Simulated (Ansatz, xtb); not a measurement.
System: HTe2, net charge 0, doublet state. It need not be the lowest isomer of its formula. 
Structure (B3LYP-D3(BJ)/def2-TZVP (Ansatz, an electronic-structure program) minimum search):
SMILES: [Te][TeH]
```xyz
3

Te    -0.0218     0.0409    -1.3406
Te     0.0128    -0.0100     1.3114
H      0.4669    -1.6077     1.5147
```
Charge 0, spin multiplicity 2.

Harmonic wavenumbers from GFN2-xTB (xtb, at its own minimum), cm⁻¹: 253, 615, 1892.

Question: Give the harmonic wavenumbers at B3LYP-D3(BJ)/def2-TZVP (Ansatz, finite differences of forces, unscaled).

Answer: 213, 597, 2055 cm⁻¹. Zero-point energy 4.1 kcal/mol.

Question: From these and the geometry, give the ideal-gas thermochemistry at 298.15 K and 1 atm (rigid rotor, harmonic oscillator).

Answer: Point group Cs, rotational symmetry number 1. Rotational constants 184.6, 1.12, 1.113 GHz. S(trans) 42.52, S(rot) 24.75, S(vib) 2.47, S(elec, spin only) 1.38, S 71.1 cal/(mol K). H(298) - H(0) 2.81 kcal/mol; G - E(el) -14.3 kcal/mol.
